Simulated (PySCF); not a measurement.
C2H5FO2Si.
SMILES with atom numbers: `[CH3:1][C:2](=[O:3])[O:4][SiH2:5][F:6]` (hydrogens: H7, H8, H9 on C1; H10, H11 on Si5)

Geometry (GFN2-xTB, Å), atoms numbered from 1 in this order:
```
atom  x, y, z in Å
C1    -1.9314   -0.2181    0.2288
C2    -0.5762   -0.2938   -0.4096
O3    -0.3347   -0.7693   -1.4841
O4     0.3737    0.2379    0.3598
Si5    1.9726    0.3288   -0.0184
F6     2.4943    1.0566    1.3060
H7    -2.1748    0.8230    0.4291
H8    -2.6768   -0.6595   -0.4253
H9    -1.9085   -0.7441    1.1805
H10    2.5732   -0.9874   -0.0623
H11    2.1940    1.2284   -1.1304
```

Closed-shell single points with PySCF (density fitting; grid level 2 and gas phase unless stated) on one GFN2-xTB geometry.

Problem. Rank these settings by the number of (spherical) basis functions, lowest first.
A. LDA/6-31G, start guess atom
B. BLYP/def2-SVPD, grid level 3
C. BP86/pcSseg-1
D. HF/cc-pVDZ

Solution. A (68), D (113), C (134), B (173).

Problem. Rank these settings by the dipole moment, lowest first.
A. BP86/pcSseg-1
B. LDA/6-31G, start guess atom
C. HF/cc-pVDZ

Solution. B (0.75 D), A (0.97 D), C (1.07 D).

All figures of these runs:

```
                    settings  basis functions  SCF cycles     E (Eh)  HOMO (eV)  LUMO (eV)  dipole (D)
                  HF/cc-pVDZ              113          11  -616.8781     -12.52       4.19        1.07
               BP86/pcSseg-1              134          15  -619.1085      -6.79      -1.34        0.97
 LDA/6-31G, start guess atom               68          11  -615.3362      -6.71      -1.35        0.75
BLYP/def2-SVPD, grid level 3              173          15  -618.7248      -6.70      -1.32        1.06
```

Cycle counts include a coarse-grid stage where the run had one.

One conformer stands for the species.
